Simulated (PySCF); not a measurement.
Below is a simulated gas-phase Si 2p photoelectron spectrum of `[SiH3][SiH2][GeH2][CH3]`.

Every computed line was given a Gaussian of 1.0 eV full width at half maximum and an area set by the number of equivalent atoms (split 2:1 within a doublet); the highest printed point is 100. Method used: delta-SCF UKS SCAN, pcX-2 on the ionised atom, pcseg-1 elsewhere, spin-free X2C (PySCF).

binding energy (eV), intensity and a bar:
```
    104.7          0 
    104.8          0 
    104.9          1 
    105.0          2 
    105.1          3 #
    105.2          5 #
    105.3          8 ##
    105.4         13 ####
    105.5         20 ######
    105.6         28 ########
    105.7         38 ###########
    105.8         50 ###############
    105.9         62 ###################
    106.0         74 ######################
    106.1         84 #########################
    106.2         93 ############################
    106.3         98 #############################
    106.4        100 ##############################
    106.5         99 ##############################
    106.6         95 ############################
    106.7         88 ###########################
    106.8         80 ########################
    106.9         71 #####################
    107.0         61 ##################
    107.1         51 ###############
    107.2         42 #############
    107.3         33 ##########
    107.4         25 ########
    107.5         18 ######
    107.6         13 ####
    107.7          9 ###
    107.8          6 ##
    107.9          3 #
    108.0          2 #
    108.1          1 
    108.2          1 
    108.3          0 
    108.4          0 
    108.5          0
```

How many maxima does the curve show, and how many computed lines lie under it?

The curve has 1 maximum (at 106.4 eV). Under it lie 4 lines from 2 inequivalent silicon sites, each drawn as a 2p3/2, 2p1/2 pair. At this width some lines have no maximum of their own.

Decompose the envelope and assign each component. Numbering: `[CH3:1][GeH2:2][SiH2:3][SiH3:4]`.

```json
{"position (eV)": "106.12", "relative area": "0.67", "line": "Si 2p3/2", "atoms": "Si3", "environment": "SiH2 silicon"}
{"position (eV)": "106.42", "relative area": "0.67", "line": "Si 2p3/2", "atoms": "Si4", "environment": "SiH3 silicon"}
{"position (eV)": "106.74", "relative area": "0.33", "line": "Si 2p1/2", "atoms": "Si3", "environment": "SiH2 silicon"}
{"position (eV)": "107.04", "relative area": "0.33", "line": "Si 2p1/2", "atoms": "Si4", "environment": "SiH3 silicon"}
```

What are the centre and the root-mean-square width of the whole band?

The area-weighted mean of the lines is 106.48 eV. Their own spread about it is 0.33 eV (rms) and each Gaussian has σ = 1.0/2.355 = 0.42 eV; the variances add, which gives 0.54 eV.

The listed Si 2p3/2 values span 0.30 eV, from Si3 (bonded to 2 H, Ge and Si) to Si4 (bonded to 3 H and Si). Summing the Pauling electronegativity differences to the bonded atoms, each weighted by its formal bond order, gives +0.71 for the lowest site and +0.90 for the highest.

Shake-up satellites, vibrational structure and lifetime widths aren't simulated. Spin–orbit coupling isn't in the SCF: each 2p doublet comes from a relaxed spin-free hole plus a matrix of the shell (mean-field spin–orbit coupling and the ground-state 2p splitting), with 2p3/2 averaged over its two sublevels. 2p1/2 minus 2p3/2 (ligand field included): Si 0.62 eV. The structure is a single PBE0-D3(BJ)/def2-SVP conformer in the gas phase; no vibrational or solvent corrections.

Hardware: one thread of an Arm Neoverse V1 (shared host). Cost: 37 s wall.

Conformer computed: `[CH3:1][GeH2:2][SiH2:3][SiH3:4]`: C1–Ge2–Si3–Si4 -59°.
